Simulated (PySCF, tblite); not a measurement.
Potential energy curve for C₂, singlet.

- RKS-B3LYP/6-31G* = PySCF 2.14.0 with restricted B3LYP/6-31G*, spherical d
- UHF/3-21G = unrestricted Hartree-Fock/3-21G in PySCF 2.14.0
- RKS-B3LYP = PySCF 2.14.0 with restricted B3LYP/6-31G
- GFN2-xTB, 300 K electronic temperature (tblite)

Energies are in kJ/mol, each relative to the lowest point of its own curve near equilibrium.

| R / Å | RKS-B3LYP/6-31G* | UHF/3-21G | RKS-B3LYP | GFN2-xTB |
|---|---|---|---|---|
| 0.92 | 904.1 | 761.0 | 948.6 | 602.5 |
| 1.01 | 392.7 | 267.4 | 422.2 | 191.4 |
| 1.05 | 251.4 | 134.7 | 274.8 | 94.3 |
| 1.13 | 78.7 | 144.9 | 91.4 | 6.1 |
| 1.16 | 42.8 | 94.0 | 52.0 | 0.0 |
| 1.21 | 8.7 | 36.8 | 12.8 | 13.2 |
| 1.25 | 0.0 | 11.4 | 0.5 | 39.9 |
| 1.28 | 1.9 | 1.8 | 0.0 | 67.0 |
| 1.33 | 17.7 | 0.0 | 12.1 | 122.1 |
| 1.36 | 33.0 | 4.8 | 25.5 | 159.4 |
| 1.44 | 88.5 | 27.3 | 76.3 | 268.1 |
| 1.53 | 165.2 | 61.1 | 148.4 | 396.0 |
| 1.70 | 317.3 | 127.8 | 293.2 | 572.5 |
| 1.88 | 460.3 | 187.4 | 429.4 | 687.9 |
| 2.07 | 580.6 | 219.9 | 544.6 | 802.7 |
| 2.24 | 664.0 | 225.3 | 625.3 | 893.4 |
| 2.52 | 764.1 | 226.9 | 723.7 | 1012.7 |
| 2.73 | 817.4 | 226.8 | 776.5 | 1077.7 |
| 3.02 | 869.8 | 226.9 | 828.7 | 1138.1 |
| 3.33 | 907.0 | 227.4 | 865.8 | 1172.3 |
| 3.70 | 934.9 | 228.4 | 893.6 | 1188.9 |
| 4.34 | 959.8 | 229.6 | 918.5 | 1195.0 |
| 5.03 | 972.2 | 230.0 | 930.9 | 1195.5 |

At the longest distance, 5.03 Å, GFN2-xTB lies highest above its minimum (1195.5 kJ/mol) and UHF/3-21G lowest (230.0 kJ/mol).

The restricted form behind RKS-B3LYP/6-31G*, RKS-B3LYP keeps the bonding electrons paired and can't separate into open-shell fragments. The unrestricted determinant behind UHF/3-21G is spin-contaminated at 0.92 to 5.03 Å (<S²> up to 2.0, against 0.00 for a pure singlet).
